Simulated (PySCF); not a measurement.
Working out the ionisation energy of Fe²⁺

Fe²⁺ [Ar] 3d6 (5D) → Fe³⁺ [Ar] 3d5 (6S). Computed with PySCF 2.14 in def2-TZVPPD (6s6p4d2f1g, 67 functions), with no relativity, point nucleus. Frozen: [Ar]. Energies in hartree (1 hartree = 27.21139 eV):

| part | Fe²⁺ (lower) | Fe³⁺ (upper) |
| --- | --- | --- |
| UHF | -1261.639579 | -1260.591248 |
| CCSD correlation | -0.123874 | -0.068170 |
| (T) | -0.001863 | -0.000433 |

What does Hartree-Fock give?

(-1260.591248) − (-1261.639579) = 1.048331 hartree = 28.527 eV.

What do CCSD and CCSD(T) give?

The CCSD correlation energies differ by 0.055704 hartree = 1.516 eV and the triples by 0.001430 hartree = 0.039 eV, so CCSD gives 30.043 eV and CCSD(T) 30.082 eV.

A first-order spin-orbit estimate adds 0.054 eV to CCSD(T) (valence), giving 30.136 eV against 30.651 ± 0.012 eV (measured; NIST Atomic Spectra Database, ionization energies).

The calculation is non-relativistic.

What remains against the reference includes basis incompleteness, the frozen core and higher excitations.
